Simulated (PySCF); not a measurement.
# WNBr₃ + H₂ → BrWN + 2 HBr

Level: PBE in the def2-SVP basis family, computed in PySCF with density fitting; scalar-relativistic core potentials for atoms from Rb on, none lighter, no spin–orbit coupling; open shells unrestricted.

| species | state and structure | ZPE (kJ/mol) | H(298 K) − H(0) (kJ/mol) | S° (J/(mol K)) |
| --- | --- | --- | --- | --- |
| WNBr₃ | singlet, C3v, W–Br 2.422 Å (×3), W–N 1.678 Å; Br–W–Br 114.0° (×3), Br–W–N 104.5° (×3) | 15.7 | 22.4 | 395.2 |
| H₂ | singlet, D∞h, H–H 0.769 Å | 25.6 | 8.7 | 130.9 |
| BrWN | triplet, Cs, W–Br 2.436 Å, W–N 1.675 Å; Br–W–N 106.9° | 9.3 | 12.7 | 316.4 |
| HBr | singlet, C∞v, H–Br 1.435 Å | 15.5 | 8.7 | 198.6 |

Problem. Is the gas-phase reaction uphill or downhill in electronic energy at this level, and by how much?

Solution. At PBE/def2-SVP, ΔE = 455.4 kJ/mol, uphill. 

Problem. Add zero-point, thermal and entropy terms for 298.15 K and 1 bar.

Solution. ΔZPE = -1.0 and Δ[H(298) − H(0)] = -1.0 kJ/mol give ΔH° = 453.4 kJ/mol. ΔS° = 187.5 J/(mol K), so ΔG° = 453.4 − 298.15 × (0.1875) = 397 kJ/mol. ΔG° would change sign near 2420 K if ΔH° and ΔS° stayed fixed.

Spin–orbit coupling can matter for WNBr₃, BrWN and is left out. Open d or f shells are single determinants, so the state found may not be the ground state. Only the bonding shown was studied: isomers, or loss of a ligand pair, can lie lower.
